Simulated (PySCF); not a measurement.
Predicted microwave data (PBE0/pcSseg-1 in PySCF (dipole) on a GFN2-xTB geometry, gas phase) for one isomer of C7H10FPSi:

* Rotational constants: A = 1435, B = 624.7, C = 520.2 MHz
* Dipole components: |μa| = 0.46 D, |μb| = 1.55 D, |μc| = 1.75 D
* Inertial defect: -189.74 u·Å²
* κ: -0.77

**Question.** Which candidate fits, each taken in the one conformer that was computed?
A. `[F:1][C:2]([SiH3:3])=[C:4]=[P:5][C:6]1=[CH:7][CH2:8][CH2:9][CH2:10]1` with C4–P5–C6–C7 178°, C6–C7–C8–C9 -12°, C7–C8–C9–C10 19°, C8–C9–C10–C6 -19°, P5–C6–C10–C9 -169°
B. `[F:1][c:2]1[cH:3][cH:4][cH:5][c:6]([PH:7][CH2:8][SiH3:9])[cH:10]1` with C5–C6–P7–C8 -81°, C6–P7–C8–Si9 -72°
C. `Cc1cc(F)pc(C)c1[SiH3]`
D. `[F:1][c:2]1[cH:3][cH:4][c:5]([PH:6][CH2:7][SiH3:8])[cH:9][cH:10]1` with C4–C5–P6–C7 -110°, C5–P6–C7–Si8 50°

**Answer.** B. It is Fc1cccc(PC[SiH3])c1, an asymmetric top, point group C1. The candidates at the same level (rigid rotor, commonest isotopes):

```tsv
SMILES	A (MHz)	B (MHz)	C (MHz)	μa (D)	μb (D)	μc (D)	Δ (u·Å²)	point group	rotor
Fc1ccc(PC[SiH3])cc1	1751	543.3	496.7	1.10	0.41	0.06	-201.46	C1	near-prolate asymmetric top
Fc1cccc(PC[SiH3])c1	1435	624.7	520.2	0.46	1.55	1.75	-189.74	C1	asymmetric top
FC([SiH3])=C=PC1=CCCC1	1786	460.6	428.6	1.91	1.22	1.68	-201.13	C1	near-prolate asymmetric top
Cc1cc(F)pc(C)c1[SiH3]	1483	776.9	516.7	2.50	1.04	0.04	-13.16	C1	asymmetric top
```

`Fc1ccc(PC[SiH3])cc1` has A 22 % too high; `Cc1cc(F)pc(C)c1[SiH3]` has B 24 % too high; `FC([SiH3])=C=PC1=CCCC1` has B 26 % too low. No structure here is proved a minimum.
